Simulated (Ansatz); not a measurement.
Total energies of C6H5F3Zr (`[F][Zr]([F])([F])[c]1ccccc1`).

| atom | x (Å) | y (Å) | z (Å) |
| --- | --- | --- | --- |
| F1 | 1.827 | 1.107 | 3.051 |
| Zr2 | 0.089 | 1.371 | 2.329 |
| F3 | -1.276 | 0.666 | 3.447 |
| F4 | -0.262 | 3.193 | 1.922 |
| C5 | 0.029 | 0.254 | 0.439 |
| C6 | -1.127 | 0.257 | -0.352 |
| C7 | -1.184 | -0.442 | -1.547 |
| C8 | -0.078 | -1.163 | -1.977 |
| C9 | 1.079 | -1.182 | -1.213 |
| C10 | 1.130 | -0.480 | -0.018 |
| H11 | -2.009 | 0.813 | -0.039 |
| H12 | -2.089 | -0.427 | -2.144 |
| H13 | -0.120 | -1.711 | -2.911 |
| H14 | 1.943 | -1.745 | -1.550 |
| H15 | 2.048 | -0.510 | 0.564 |

The species carries charge 0 and has multiplicity 1. Correlated methods include outer-core shells of Zr, which these sets cover unevenly. Zr: def2 effective core potential. All single points use the PBE0-D4/def2-TZVP geometry. It is one conformer, not always the lowest. Basis def2-TZVPP, Ansatz.

RPA on PBE orbitals: Hartree–Fock energy of these orbitals -575.32296 Eh, correlation -3.10337 Eh (frozen core).

```csv
functional,energy without D4 (Eh),D4 term (kJ/mol)
LDA (SPW92),-574.58195,–
PBE,-578.15113,-44.4
revPBE,-578.59052,-128.9
BLYP,-578.58052,-95.8
r2SCAN,-578.49058,-11.5
B97M-V,-578.63946,–
PBE0,-578.13733,-38.0
B3LYP,-578.74082,-71.2
r2SCANh,-578.44410,-12.3
r2SCAN0,-578.37737,-13.6
HSE06 (plane-wave form),-578.11127,-35.6
BHLYP,-578.37141,-55.9
CAM-B3LYP,-578.48250,-38.9
LC-ωPBE,-578.39157,–
ωB97X-V,-578.51775,–
ωB97M-V,-578.47261,–
B2PLYP,-578.27753,–
PBE-QIDH,-578.00537,–
```

B3LYP takes the VWN-RPA correlation (the form of Gaussian; ORCA's B3LYP/G). HSE06 is the plane-wave form, built on full-range PBE exchange. The double hybrids freeze the cores in their second-order part.

LC-ωPBE has ω = 0.4 bohr⁻¹.
